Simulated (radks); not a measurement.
Results of a calculation; reference values are marked as such.
Polarisability of neutral selenium, [Ar] 3d10 4s2 4p4, at imaginary frequency. Level of theory: scalar-relativistic Kohn-Sham, LB94 model potential, spin-polarised, spherical densities, finite nucleus; open shells are filled with parallel spins first; Fermi nuclear charge, rms radius 4.14 fm (a radial shooting solver on a logarithmic mesh with Libxc functionals). Response by self-consistent Sternheimer equations with the Hartree and adiabatic LDA kernel, the relativistic mass of each level held fixed and spin-orbit coupling left out.

w (hartree),alpha1(iw) (bohr^3)
0.00266,24.82
0.0143,24.79
0.0360,24.61
0.0697,24.04
0.118,22.73
0.186,20.36
0.280,16.89
0.413,12.76
0.605,8.699
0.892,5.332
1.35,2.949
2.12,1.484
3.59,0.6789
6.94,0.2625
17.5,0.06258

Static values: alpha1 = 24.82 bohr^3 (3.678 angstrom^3; uncoupled 37.06). C6 = 201.0, triple-dipole C9 = 3588 atomic units. One-pole (London) frequency 4 C6 / (3 alpha1^2) = 0.435 hartree, against 0.400 for minus the highest occupied eigenvalue. Recommended static value: 28.9 bohr^3 (Schwerdtfeger and Nagle, 2023 table).
